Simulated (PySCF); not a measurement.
**Structure revision by computed shifts**

A compound C₃H₁₁NP₂Si gives the data below (simulated from a calculation) and was assigned the structure `CN(C)/C([SiH3])=P/P`.

$^{13}$C{$^{1}$H} NMR (computed): δ 145.5 (CH), 87.3 (CH2), 34.2 (CH3).

$^{1}$H NMR (500 MHz, computed): δ 6.17 (m, 1H), 6.03 (m, 1H), 4.09 (m, 1H), 3.94 (m, 1H), 2.78 (s, 3H), 1.24 (m, 4H).

- GFN2-xTB structure
- shieldings: GIAO PBE0/pcSseg-1
- code: PySCF 2.14
- isolated molecule, relativity neglected, one conformer, one averaged value for each set of equivalent atoms

Shifts are taken against calculated references (same method and geometry level): TMS for $^{1}$H (31.72 ppm), $^{13}$C (186.93 ppm).

(1) Compare with the shifts computed for the proposed structure, pairing carbons in order of shift.

(2) Which isomer fits?

Answers

(1) Atom-mapped SMILES (the numbers label the heavy atoms): `[CH3:1][N:2]([CH3:3])/[C:4]([SiH3:5])=[P:6]/[PH2:7]` (H(Xn): hydrogen on atom n).

```
atom  computed for proposal  given list  difference
  C4                  212.5       145.5       +67.0
  C1                   47.6        87.3       -39.7
  C3                   47.6        34.2       +13.4
```

The rms difference is 45.6 ppm and the largest +67.0 ppm at C4 (carbon double-bonded to a heavier main-group atom). The proposal also would give 2 carbon signals, not 3. The carbon types in order of shift don't match either: C, CH3, CH3 for the proposal against CH, CH2, CH3 in the data. The proposal doesn't fit.

(2) `C=CN(C)[SiH](P)P`.

- δC 145.5: alkene carbon bearing nitrogen; an sp2 carbon further deshielded by the attached heteroatom.
- δC 87.3: β carbon of an enol-ether or enamine type C=C; the O or N lone pair pushes π density onto this β carbon and shields it.
- δH 6.17: hydrogen on an alkene carbon bearing nitrogen; attached to an sp2 carbon and in the plane of the double bond.
- δH 2.78: hydrogen on a methyl carbon bonded to N; its carbon carries N, hence the downfield position.

This is the structure that produced the data.

Splittings by $^{31}$P in the carbon and heteronuclear signals aren't shown, as no couplings were computed. Shifts are as computed. Against solution values, carbons near 30 ppm lie about +3 ppm off and those near 130 ppm about +5 ppm. Of 1211 compounds with measured shifts, 218 miss one by over three times the rms of a fit or turn the order of signals round; such compounds aren't used in these exercises. Multiplicities follow the n + 1 count of equivalent neighbours, as no J values were calculated; m marks all less simple cases, F and P coupling included.
